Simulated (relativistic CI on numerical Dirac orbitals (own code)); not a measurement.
**I19+: sensitivity of the levels to the model**

Base calculation: Dirac-Coulomb-Breit CI, KLI orbitals optimised for each configuration, model QED, unscaled Slater integrals.

Configurations in the expansion (outside the closed core [Ar] 3d10): 4s²4p⁴, 4s4p⁵, 4s²4p³4d, 4p⁶, 4s4p⁴4d, 4s²4p³4f, 4s4p⁴4f, 4p⁵4d, 4s4p³4d², 4s²4p²4d4f, 4p⁵4f, 4s²4p³5s, 4s²4p³5p, 4p⁵5s, 4s4p³4d5s, 4s4p⁴5s, 4p⁴4d4f, 4s²4p³5d, 4s²4p²4f5s, 4s4p⁴5p, 4s4p³4f², 4s²4p³5f, 4s²4p³5g, 4s4p⁴5d, 4s²4p³6s, 4s²4p³6p, 4s4p³5s², 4s²4p²4d², 4s²4p4d³, 4s4p²4d³, 4s²4p4d²4f, 4s4p²4d²4f, 4s²4p4d²5s, 4p⁴4d², 4p³4d³, 4p³4d²4f, 4p³4d²5s, 4s²4p²4d5s, 4s4p²4d²5s, 4s²4p4d4f5s, 4s4p²4d4f5s, 4s²4p4d5s², 4p⁴4d5s, 4p³4d4f5s, 4p³4d5s², 4s²4p²5s², 4s4p²4d5s², 4s²4p4f5s², 4s4p²4f5s². Double excitations out of closed p, d and f shells are left out; levels of such configurations are missing from the list, as are those of other unlisted configurations, and high levels can miss mixing partners. These lack a partner that the ground configuration has and come out too high: 4s²4p³5p, 4s²4p³5d, 4s4p⁴5p, 4s²4p³5f, 4s²4p³5g.

Variants: (1) P86 correlation estimate; (2) Breit term removed; (3) QED terms removed. Shifts of the energy above 4s²4p⁴ ³P2, in cm⁻¹, for the lowest level and the first level of each name with at least 55 % of one term (blank where a level changes its place among those of its configuration and J or its character, or is not in the variant):

```tsv
Level	Base	Δ(1)	Δ(2)	Δ(3)
4s²4p⁴ ³P2	0	0	0	0
4s²4p⁴ ³P1	105896	+1	+1471	-193
4s²4p⁴ ¹D2	129401	+15	+1550	-187
4s4p⁵ ³P°2	496143	+611	+276	+1794
4s4p⁵ ³P°1	537338	+647	+542	+1665
4s4p⁵ ³P°0	604228	+652	+1702	+1478
4s²4p³4d ⁵D°4	662483	+1074	+2214	+168
4s²4p³4d ³D°1	727230	+1083	+2621	+98
4s²4p³4d ¹S°0	733725	+1083	+2771	+79
4s²4p³4d ³F°3	742465	+1091	+2972	+61
4s²4p³4d ³D°3	751748	+1086	+3311	+23
4s²4p³4d ³G°4	758523	+1093	+3305	+28
4s²4p³4d ³F°4	768269	+1100	+3177	+44
4s²4p³4d ³G°5	789536	+1106	+3683	0
```

At this charge energies of transitions that change n are usually good to better than 1 %, and those within a shell (Δn = 0) to a few per cent.

Ionisation energy from the two ground configurations alone: base 568.696 eV; P86 correlation estimate 570.371 eV; Breit term removed 569.025 eV. The NIST ASD value (theoretical) is 569 eV.

LS names give the leading component of a level, which can be under half, so a name can repeat, a term be missing and a line seem to break the LS rules.
